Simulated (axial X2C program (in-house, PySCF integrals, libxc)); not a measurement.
**RuH⁺: cheaper levels and CCSD(T), two-component**

Computed with an in-house relativistic program for diatomic molecules. Two-component (2c) means X2C with spin–orbit coupling and atomic mean-field two-electron Coulomb and Gaunt terms. Basis: Ru dyall-cv3z [12s12p8d5f3g], H dyall-v3z [6s2p1d] (cores contracted in-house); Gaussian nuclei, density fitting, unrestricted open shells. Masses: Ru 101.904 u, H 1.008 u.

State: Ω = 3 (⟨Sz⟩ = 1.99, ⟨Lz⟩ = 1.01 at HF); fragments Ru+ + H.

```tsv
level	Re (Å)	ωe (cm⁻¹)
PBE0	1.601	2005.6
HF	1.653	1832.9
MP2	1.571	2146.1
CCSD	1.605	2018.9
LDA	1.597	2003.5
```

Correlated methods: 8 electrons correlated (number of frozen shells: Ru 4 s, 3 p, 1 d; H none), 224 virtual spin orbitals or spinors in MP2, 90 natural virtuals in coupled cluster.

CCSD(T), same Hamiltonian and basis:

Re = 1.605 Å, ωe = 2011.3 cm⁻¹; T1 = 0.036 (Lee–Taylor normalisation).

Question: Give the differences from CCSD(T) in the columns below.

Answer: 

```tsv
level	ΔRe (Å)	Δωe (cm⁻¹)
PBE0	-0.004	-6
HF	0.048	-178
MP2	-0.034	135
CCSD	0.000	8
LDA	-0.008	-8
```

Occupations by symmetry block were frozen at the best pattern of an incomplete PBE0 search. De is not given where an atomic determinant may have missed its ground term or J level, or where the truncated virtual space spoils (T). Density functionals use the spin component along the axis (collinear). CCSD and (T) use frozen natural virtuals with an MP2 correction for the truncation; (T) itself is uncorrected, so its De runs slightly low. Other states lie close and PBE0, whose exact exchange favours high spin, may order them wrongly; the determinant shown need not be the ground state. The nearest other 2c determinant of the search, Ω = 4, lies 0.05 eV up at the distance of the search. The functionals have no current-density term, which raises determinants with orbital currents, atoms included. With several unpaired electrons one determinant need not be a pure state. Open-shell Ω = 0 determinants with evenly filled partner blocks cannot be reached by this program, so the Ω shown need not be the lowest component. At some level and bond length an empty orbital lies below a filled one. The determinant is spin-polarised beyond a pure state at some levels (its spin-free form has ⟨S²⟩ too high), which makes Re and μ there less reliable.
